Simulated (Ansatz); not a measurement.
Si₈H₆, relaxed as a singlet with RKS PBE-D4/def2-SVP in Ansatz, starting from the GFN2-xTB geometry. Force threshold 0.02 eV/Å.

The restricted singlet is unstable towards broken spin symmetry in Hartree–Fock (as tested in another run); at PBE-D4/def2-SVP this wasn't settled. The structure comes from a short search, and lower isomers may exist.

Start:

Cartesian coordinates in Å:
```
Si -2.128 -2.368 1.323
Si 1.716 1.447 -1.376
Si -0.807 -2.647 -0.469
Si -0.477 1.638 2.011
Si 2.136 -0.302 -2.716
Si 0.520 2.534 0.208
Si -1.639 -0.305 2.057
Si 0.711 -1.872 -1.980
H -1.131 2.736 2.783
H -1.003 -4.100 -0.831
H 1.152 3.826 0.611
H 0.791 -2.961 -3.022
H 2.524 2.568 -1.966
H -2.364 -0.195 3.368
```

Q: Estimate the energy that the relaxation releases and the steps that it takes.

A: 268.0 kJ/mol, in 62 steps; 2.5 min on 4 threads of Arm Neoverse V1 on a shared host. The force fell under the threshold at step 26, but the optimiser went on and released 2.189 eV more. No frequencies were taken in this run, so the end may be a saddle point.

Q: Does the start keep its bonding and symmetry?

A: Bonds formed: Si2–Si8, Si3–Si7, Si4–Si5 (atoms count from 1).

Q: Predict the relaxed structure.

A: 
```csv
atom,x (Å),y (Å),z (Å)
Si1,-1.665,-3.086,1.676
Si2,0.756,1.018,-1.968
Si3,-1.138,-2.036,-0.307
Si4,0.344,0.784,1.523
Si5,2.277,0.474,0.139
Si6,0.151,2.294,-0.222
Si7,-1.373,-0.790,1.771
Si8,0.876,-1.083,-1.061
H9,0.509,1.524,2.829
H10,-2.048,-2.268,-1.491
H11,0.776,3.672,-0.161
H12,1.578,-2.040,-1.993
H13,1.501,1.605,-3.139
H14,-2.544,-0.067,2.401
```
Bond lengths: 11 × Si–Si 2.25 to 2.66 Å; 6 × H–Si 1.51 Å.
